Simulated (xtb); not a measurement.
xtb input file for B(Et)(OH)2 (C2H7BO2), SMILES CCB(O)O, GFN2-xTB. 

```
$ xtb mol.xyz --gfn 2 --ohess tight --chrg 0 --uhf 0 --json
$ cat mol.xyz
12

B     -0.11360000     0.21070000     1.03320000
C      0.24990000    -0.62580000    -0.30410000
C      0.04260000     0.12070000    -1.61560000
H     -0.41330000    -1.54090000    -0.30130000
H      1.25870000    -1.01520000    -0.22220000
H      0.73350000     0.91290000    -1.62800000
H     -0.95720000     0.51610000    -1.70740000
H      0.21740000    -0.57610000    -2.42780000
O     -0.66090000     1.46470000     0.87800000
H     -0.88900000     1.88890000     1.66120000
O      0.09440000    -0.20690000     2.29470000
H      0.41410000    -1.08610000     2.40190000
```

Program output:

```
[banner left out]
          |                Calculation Setup                |
           -------------------------------------------------



           -------------------------------------------------
          |                 G F N 2 - x T B                 |
           -------------------------------------------------

        Reference                      10.1021/acs.jctc.8b01176
      * Hamiltonian:
        H0-scaling (s, p, d)           1.850000    2.230000    2.230000
        zeta-weighting                 0.500000
      * Dispersion:
        s8                             2.700000
        a1                             0.520000
        a2                             5.000000
        s9                             5.000000
      * Repulsion:
        kExp                           1.500000    1.000000
        rExp                           1.000000
      * Coulomb:
        alpha                          2.000000
        third order                    shell-resolved
        anisotropic                    true
        a3                             3.000000
        a5                             4.000000
        cn-shift                       1.200000
        cn-exp                         4.000000
        max-rad                        5.000000


          ...................................................
          :                      SETUP                      :
          :.................................................:
          :  # basis functions                  27          :
          :  # atomic orbitals                  27          :
          :  # shells                           17          :
          :  # electrons                        30          :
          :  max. iterations                   250          :
          :  Hamiltonian                  GFN2-xTB          :
          :  restarted?                      false          :
          :  GBSA solvation                  false          :
[...]
        22                          0.2041890               5.5563
        23                          0.2310816               6.2880
        24                          0.2866924               7.8013
        25                          0.2946052               8.0166
        26                          0.4944934              13.4559
        27                          0.5206847              14.1686
      -------------------------------------------------------------
                  HL-Gap            0.2537542 Eh            6.9050 eV
             Fermi-level           -0.2733224 Eh           -7.4375 eV

     #   Z          covCN         q      C6AA      α(0)
     1   5 B        2.472     0.435    17.473     7.399
     2   6 C        3.719    -0.151    23.541     6.930
     3   6 C        3.750    -0.102    22.520     6.768
     4   1 H        0.924     0.030     2.585     2.514
     5   1 H        0.924     0.026     2.645     2.543
     6   1 H        0.925     0.035     2.515     2.480
     7   1 H        0.925     0.039     2.468     2.457
     8   1 H        0.925     0.029     2.594     2.519
     9   8 O        1.593    -0.455    21.974     6.326
    10   1 H        0.806     0.308     0.697     1.311
    11   8 O        1.593    -0.491    22.740     6.435
    12   1 H        0.806     0.296     0.732     1.344

 Mol. C6AA /au·bohr⁶  :       1074.620627
 Mol. C8AA /au·bohr⁸  :      23551.641561
 Mol. α(0) /au        :         49.027243


Wiberg/Mayer (AO) data.
largest (>0.10) Wiberg bond orders for each atom

 ---------------------------------------------------------------------------
     #   Z sym  total        # sym  WBO       # sym  WBO       # sym  WBO
 ---------------------------------------------------------------------------
     1   5 B    3.369 --     9 O    1.207    11 O    1.142     2 C    0.974
     2   6 C    3.980 --     3 C    1.021     1 B    0.974     5 H    0.970
                             4 H    0.966
     3   6 C    3.997 --     2 C    1.021     6 H    0.990     7 H    0.989
                             8 H    0.989
     4   1 H    0.999 --     2 C    0.966
     5   1 H    0.999 --     2 C    0.970
     6   1 H    0.999 --     3 C    0.990
     7   1 H    0.999 --     3 C    0.989
     8   1 H    0.999 --     3 C    0.989
     9   8 O    2.181 --     1 B    1.207    10 H    0.882
    10   1 H    0.905 --     9 O    0.882
    11   8 O    2.130 --     1 B    1.142    12 H    0.894
    12   1 H    0.912 --    11 O    0.894
 ---------------------------------------------------------------------------

Topologies differ in total number of bonds
Writing topology from bond orders to xtbtopo.mol

molecular dipole:
                 x           y           z       tot (Debye)
 q only:        0.109      -0.269       0.275
   full:        0.179      -0.434       0.431       1.620
molecular quadrupole (traceless):
                xx          xy          yy          xz          yz          zz
 q only:       -0.762      -1.051       1.401       0.052      -0.188      -0.639
  q+dip:       -0.640      -1.120       1.614      -0.238       0.697      -0.974
   full:       -0.478      -0.996       1.607      -0.134       0.319      -1.128

           -------------------------------------------------
          |                Geometry Summary                 |
           -------------------------------------------------

      molecular mass/u    :       73.8868949
   center of mass at/Å    :       -0.1002245       0.2038218       0.4953925
  moments of inertia/u·Å² :        0.5757328E+02   0.1456597E+03   0.1967913E+03
rotational constants/cm⁻¹ :        0.2928031E+00   0.1157330E+00   0.8566249E-01

 * 11 selected distances

     #   Z          #   Z                                           value/Å
     1   5 B        2   6 C                                       1.6024116 (max)
     2   6 C        3   6 C                                       1.5284418
     2   6 C        4   1 H                                       1.0942218
     2   6 C        5   1 H                                       1.0941495
     3   6 C        6   1 H                                       1.0866224
     3   6 C        7   1 H                                       1.0862396
     3   6 C        8   1 H                                       1.0886232
     1   5 B        9   8 O                                       1.3460323
     9   8 O       10   1 H                                       0.9582160
     1   5 B       11   8 O                                       1.3659862
    11   8 O       12   1 H                                       0.9551076 (min)

 * 5 distinct bonds (by element types)

   Z      Z             #   av. dist./Å        max./Å        min./Å
   1 H    6 C           5     1.0899713     1.0942218     1.0862396
   5 B    6 C           1     1.6024116     1.6024116     1.6024116
   6 C    6 C           1     1.5284418     1.5284418     1.5284418
   1 H    8 O           2     0.9566618     0.9582160     0.9551076
   5 B    8 O           2     1.3560092     1.3659862     1.3460323

           -------------------------------------------------
          |               Frequency Printout                |
           -------------------------------------------------
 projected vibrational frequencies (cm⁻¹)
eigval :       -0.00    -0.00    -0.00     0.00     0.00     0.00
eigval :       20.32   181.30   195.29   368.52   418.86   448.28
eigval :      547.88   638.51   725.87   774.69   953.22   959.61
eigval :     1001.49  1021.75  1088.69  1215.31  1245.27  1311.58
eigval :     1326.57  1412.82  1482.99  1499.12  1508.59  2942.90
eigval :     2962.38  3014.93  3045.25  3053.14  3609.11  3660.73
 reduced masses (amu)
   1: 11.91   2: 12.57   3: 11.77   4: 10.90   5: 13.70   6: 11.47   7:  8.31   8: 11.00
   9:  2.57  10: 11.16  11:  7.82  12: 10.11  13:  2.55  14:  3.58  15: 11.12  16:  4.74
  17:  3.64  18:  6.41  19:  3.21  20:  3.52  21:  9.59  22:  9.51  23:  3.26  24: 10.59
  25:  6.26  26:  3.06  27:  1.86  28:  1.53  29:  1.58  30:  1.96  31:  1.50  32:  1.76
  33:  1.88  34:  1.52  35:  1.87  36:  1.88
 IR intensities (km·mol⁻¹)
   1:  1.01   2:  0.10   3:  0.45   4:  0.00   5:  0.38   6:  0.19   7:  0.18   8:  1.76
   9:  0.01  10: 13.84  11:  3.96  12:  7.09  13: 84.34  14:248.53  15: 15.30  16: 78.08
  17:105.41  18:154.53  19: 10.76  20:  9.58  21:  8.26  22:413.85  23:  2.24  24:281.90
  25:125.19  26:  1.98  27:  2.28  28:  1.26  29:  6.28  30: 58.60  31: 39.78  32: 57.18
  33: 44.30  34: 28.83  35: 12.93  36: 12.24
 Raman intensities (Ä⁴*amu⁻¹)
   1:  0.00   2:  0.00   3:  0.00   4:  0.00   5:  0.00   6:  0.00   7:  0.00   8:  0.00
   9:  0.00  10:  0.00  11:  0.00  12:  0.00  13:  0.00  14:  0.00  15:  0.00  16:  0.00
  17:  0.00  18:  0.00  19:  0.00  20:  0.00  21:  0.00  22:  0.00  23:  0.00  24:  0.00
  25:  0.00  26:  0.00  27:  0.00  28:  0.00  29:  0.00  30:  0.00  31:  0.00  32:  0.00
Molecule has no symmetry elements
It seems to be the C1 point group
  33:  0.00  34:  0.00  35:  0.00  36:  0.00
 output can be read by thermo (or use thermo option).
 writing <g98.out> molden fake output.
 recommended (thermochemical) frequency scaling factor: 1.0
           -------------------------------------------------
          |             Thermodynamic Functions             |
           -------------------------------------------------

c1  symmetry found (for desy threshold:  0.10E+00) used in thermo

          ...................................................
          :                      SETUP                      :
          :.................................................:
          :  # frequencies                          30      :
          :  # imaginary freq.                       0      :
          :  linear?                             false      :
          :  only rotor calc.                    false      :
          :  symmetry                               c1      :
          :  rotational number                       1      :
          :  scaling factor                  1.0000000      :
          :  rotor cutoff                   50.0000000 cm⁻¹ :
          :  imag. cutoff                  -20.0000000 cm⁻¹ :
          :.................................................:

    mode    ω/cm⁻¹     T·S(HO)/kcal·mol⁻¹    T·S(FR)/kcal·mol⁻¹   T·S(vib)
   ------------------------------------------------------------------------
       1     20.32    -1.96863 (  2.65%)    -1.32148 ( 97.35%)    -1.33866
       2    181.30    -0.69020 ( 99.42%)    -0.67474 (  0.58%)    -0.69011
       3    195.29    -0.64908 ( 99.57%)    -0.65274 (  0.43%)    -0.64909
   ------------------------------------------------------------------------

   temp. (K)  partition function   enthalpy   heat capacity  entropy
                                   cal/mol     cal/K/mol   cal/K/mol   J/K/mol
 298.15  VIB   59.2                 2341.505     15.478     13.851
         ROT  0.981E+05              888.752      2.981     25.823
         INT  0.581E+07             3230.258     18.459     39.674
         TR   0.614E+27             1481.254      4.968     38.798
         TOT                        4711.5115    23.4267    78.4719   328.3264

       T/K    H(0)-H(T)+PV         H(T)/Eh          T*S/Eh         G(T)/Eh
   ------------------------------------------------------------------------
    298.15    0.750827E-02    0.104638E+00    0.372845E-01    0.673533E-01
   ------------------------------------------------------------------------

         :::::::::::::::::::::::::::::::::::::::::::::::::::::
         ::                  THERMODYNAMIC                  ::
         :::::::::::::::::::::::::::::::::::::::::::::::::::::
         :: total free energy         -17.229555754468 Eh   ::
         ::.................................................::
         :: total energy              -17.296909099894 Eh   ::
         :: zero point energy           0.097129597700 Eh   ::
         :: G(RRHO) w/o ZPVE           -0.029776252274 Eh   ::
         :: G(RRHO) contrib.            0.067353345426 Eh   ::
         :::::::::::::::::::::::::::::::::::::::::::::::::::::

optimized geometry written to: xtbopt.xyz


           -------------------------------------------------
          | TOTAL ENERGY              -17.296909099894 Eh   |
          | TOTAL ENTHALPY            -17.192271230759 Eh   |
          | TOTAL FREE ENERGY         -17.229555754468 Eh   |
          | GRADIENT NORM               0.000235201101 Eh/α |
          | HOMO-LUMO GAP               6.905001954130 eV   |
           -------------------------------------------------

------------------------------------------------------------------------
------------------------------------------------------------------------
 total:
 SCF:
Note: The following floating-point exceptions are signalling: IEEE_UNDERFLOW_FLAG IEEE_DENORMAL
normal termination of xtb
 ANC optimizer:
 analytical hessian:
```

Self-consistency was reached.

Cost: roughly 0.4 core-seconds.
